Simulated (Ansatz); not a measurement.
`F[CH2][GaH][SnH3]` + `CCBNC` → `CC[BH][SnH3]` + `C[NH][GaH][CH2]F`  (redistribution)

Gas-phase electronic energies from Ansatz, PBE0-D4/def2-TZVP geometries. CCSD(T)/CBS is the MP2 limit (def2-TZVPP, def2-QZVPP) plus CCSD(T) − MP2 in def2-TZVPP, frozen cores. Elements past krypton have def2 core potentials. For Ga, Sn outer-core shells are correlated without core-valence functions, which leaves a few kJ/mol of doubt a bond. Scalar relativity is left out up to krypton. One conformer a species, not always the lowest.

```
            species  MP2/CBS(def2) energy (Eh)
`F[CH2][GaH][SnH3]`                -2279.32566
            `CCBNC`                 -199.63019
     `CC[BH][SnH3]`                 -320.22280
 `C[NH][GaH][CH2]F`                -2158.67242
```

Problem. Work out ΔE.

Solution. ΔE = (-320.22280) + (-2158.67242) − (-2279.32566) − (-199.63019) = 0.06063 Eh = +159.2 kJ/mol. CCSD(T)/CBS gives +158.7 kJ/mol.

Largest T1 diagnostic among the species: 0.014.

In def2-TZVPP, CCSD(T) changes the Hartree–Fock value by −9.8 kJ/mol (the triples alone add −1.1 kJ/mol) and MP2 by −9.3 kJ/mol.
